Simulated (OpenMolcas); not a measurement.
Computed levels of Li

* Program: OpenMolcas 26.06
* Method: CASSCF
* Basis: ANO-RCC-VQZP [5s4p3d2f1g]
* Scalar Hamiltonian: DKH2, point nucleus
* Active space: 1 electron in 4 orbitals (2s 2p)
* State averaging: 2S+1 = 2 even, 1 root; 2S+1 = 2 odd, 3 roots
* Spin-orbit coupling: RASSI with atomic mean-field integrals over the reference wave functions, term energies averaged over their components

Spin-free terms above the lowest, with the occupations of the reference:

```
Configuration  Term  E (cm-1)  Occupations
           2s    2S       0.0      2s 1.00
           2p   2P*     14850      2p 1.00
```

With spin-orbit coupling, above the lowest level:

| Configuration | Term | J | E (cm-1) | Measured (cm-1) | g | Term weight % |
| --- | --- | --- | --- | --- | --- | --- |
| 2s | 2S | 1/2 | 0.0 | 0.0 | 2.002 | 100 |
| 2p | 2P* | 1/2 | 14850 | 14904 | 0.666 | 100 |
| 2p | 2P* | 3/2 | 14850 | 14904 | 1.334 | 100 |

Against the 2 measured excited levels shown (NIST Handbook of Basic Atomic Spectroscopic Data) the mean absolute deviation is 54 cm-1; the largest miss in energy is 2p 2P* 3/2: computed 14850, measured 14904 cm-1 (-0.4 %).

ANO sets are built for ground and valence states and can reach diffuse excited orbitals poorly. With one active electron the reference holds no correlation, so core polarisation is missing. Computed and measured levels are paired by configuration, term and J; levels that our copy of the source lacks, or whose pairing is in doubt (as where it misses far off the trend of its configuration), stay unpaired and out of the deviations. Levels of configurations outside the active space are missing.

The term weight is that of the spin-free term in the level, not the purity of its configuration. * marks odd parity.
